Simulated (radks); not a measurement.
Results of a calculation; reference values are marked as such.
Kinetic energies: the exact non-interacting value of the Kohn-Sham orbitals and orbital-free approximations, in hartree. Species: Sn2+ [Kr] 4d10 5s2; Ca [Ar] 4s2. Code: a radial shooting solver on a logarithmic mesh with Libxc functionals. Model: non-relativistic Kohn-Sham, exchange-only PBE, spin-polarised, spherical densities, point nucleus. Every spin shell is full or empty, so the densities are truly spherical. Functionals are evaluated on that one density, not self-consistently.

[
 {"functional": "exact", "Sn2+": "6021.49", "Ca": "676.576"},
 {"functional": "Thomas-Fermi", "Sn2+": "5703.1", "Ca": "629.57"},
 {"functional": "von Weizsacker", "Sn2+": "2502.9", "Ca": "383.34"},
 {"functional": "TF + vW", "Sn2+": "8205.9", "Ca": "1012.9"},
 {"functional": "LC94", "Sn2+": "6026.0", "Ca": "677.13"},
 {"functional": "APBEK", "Sn2+": "6029.2", "Ca": "677.92"},
 {"functional": "Perdew 92", "Sn2+": "5981.7", "Ca": "672.25"},
 {"functional": "Thakkar", "Sn2+": "5987.5", "Ca": "675.16"},
 {"functional": "PG1", "Sn2+": "6929.7", "Ca": "828.22"},
 {"functional": "DePristo-Kress", "Sn2+": "6016.3", "Ca": "676.63"},
 {"functional": "Ernzerhof", "Sn2+": "5997.9", "Ca": "675.68"}
]
